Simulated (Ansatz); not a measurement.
One change: `BCBC` becomes `BCB[SiH2]F`.

Ansatz, PBE0-D4/def2-TZVP geometries, multiplicity 1. Each molecule was computed in one conformer, which needn't be the lowest.

```
                                                                                  property  `BCBC`
                                                         HOMO energy (PBE/def2-TZVPP) / eV   -7.33
                                                       HOMO energy (B3LYP/def2-TZVPP) / eV   -8.50
ideal-gas entropy at 298 K and 1 bar (rigid rotor, harmonic PBE0-D4/def2-TZVP) / J/(mol·K)     326
                                            size of the dipole moment (PBE/def2-TZVPP) / D    0.88
                                          size of the dipole moment (B3LYP/def2-TZVPP) / D    0.79
                                                     LUMO energy (ωB97M-V/def2-TZVPP) / eV    0.21
```

(1) What does the change do to each property? (An estimate is asked.)

Results:

(1) Ansatz gave: 
| property | `BCB[SiH2]F` | shift |
| --- | --- | --- |
| HOMO energy (PBE/def2-TZVPP) / eV | -6.84 | 0.49 |
| HOMO energy (B3LYP/def2-TZVPP) / eV | -7.89 | 0.61 |
| ideal-gas entropy at 298 K and 1 bar (rigid rotor, harmonic PBE0-D4/def2-TZVP) / J/(mol·K) | 367 | 41 |
| size of the dipole moment (PBE/def2-TZVPP) / D | 1.90 | 1.02 |
| size of the dipole moment (B3LYP/def2-TZVPP) / D | 1.97 | 1.18 |
| LUMO energy (ωB97M-V/def2-TZVPP) / eV | -0.43 | -0.64 |

With PBE0 the HOMO rises by 0.61 eV and the LUMO falls by 0.66 eV, so the gap narrows by about 1.27 eV. PBE moves the HOMO by 0.49 eV and ωB97M-V by 0.75 eV. Dipoles are sizes alone; their direction can turn. Modes under 60 cm⁻¹, often nearly free rotors, make the harmonic entropy too high.

B3LYP here is the variant with VWN-RPA as its local correlation; programs differ in this.
